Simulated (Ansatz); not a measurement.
Q: Name a neutral molecule of B, C, N, Sn and H with LUMO energy (ωB97M-V/def2-TZVPP) between 0.50 and 0.80 eV and size of the dipole moment (PBE/def2-TZVPP) between 0.95 and 1.25 D (Ansatz, PBE0-D4/def2-TZVP geometry).

A: `C[CH]1B[NH][SnH2]1` (0.75 eV, 1.00 D). Other molecules can fit too; these were computed, each in one conformer that needn't be the lowest.
